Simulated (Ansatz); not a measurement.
An input meant for the cluster SbAs₂⁺ (charge 1, singlet; scaled by 1.25).

```yaml
crystal:
  periodic: [false, false, false]
  atoms:
    - {symbol: As, position_ang: [0.265865, 0.065626, -1.705635]}
    - {symbol: As, position_ang: [-1.575909, 0.509469, 0.491098]}
    - {symbol: Sb, position_ang: [1.310044, -0.575095, 1.214537]}
basis:
  gaussian: {orbitals: def2-mTZVP, fitting: {mean_field: def2-universal-jkfit}}
total_charge: 1
magnetization: {spin_polarized: true, initial_magnetization: 8}
hamiltonian: {xc: {name: wPBEh}, pseudopotentials: {relativity: none}}
output: {forces: true}
```

```sh
$ ansatz run in.yaml --threads 4 --pin off --events-out ev --progress --plain --max-ram 3916MiB
```

Shortened log:

```
Functional definition: wPBEh
750 factors; integrals over basis functions are off by at most 6.9e-1 eV
750 factors; integrals over basis functions are off by at most 1.8e-7 eV
mean field evaluation 1: about -128190.6052 eV, gradient 8.7e0 eV
mean field evaluation 2: about -128189.5197 eV, gradient 1.3e1 eV
mean field evaluation 4: about -128191.1691 eV, gradient 1.7e0 eV
mean field evaluation 8: about -128191.2042 eV, gradient 3.9e-2 eV
mean field evaluation 16: about -128191.2131 eV, gradient 2.5e-1 eV
mean field evaluation 32: about -128191.2136 eV, gradient 5.6e-3 eV
mean field evaluation 64: about -128190.9975 eV, gradient 1.2e0 eV
mean field -128191.21366480 eV, -4710.9402110558 hartree, gradient 6.5e-6 eV, S^2 20.003453; 7 other end points of the search recorded, 0 dependent functions left out
reference -128191.21370777 eV, -4710.9402126350 hartree; 48, 40 occupied and 60, 68 virtual orbitals, 750 factors
Total energy: -128191.21370777 eV, -4710.9402126350 hartree
Atom 0 at     0.265865     0.065626    -1.705635 Å, force     1.247255    -0.260145    -1.920443 eV/Å
Atom 1 at    -1.575909     0.509469     0.491098 Å, force    -2.183962     0.637967     1.409421 eV/Å
Atom 2 at     1.310044    -0.575095     1.214537 Å, force     0.936708    -0.377822     0.511023 eV/Å
Dipole moment:     0.137423    -0.047923    -0.005393 e Å
```

Q: What is wrong with this run?

A: The spin is set far too high (8 unpaired electrons typed, 0 in the singlet as meant). The calculation finished and met its thresholds. The result belongs to that input, not to the species as meant.
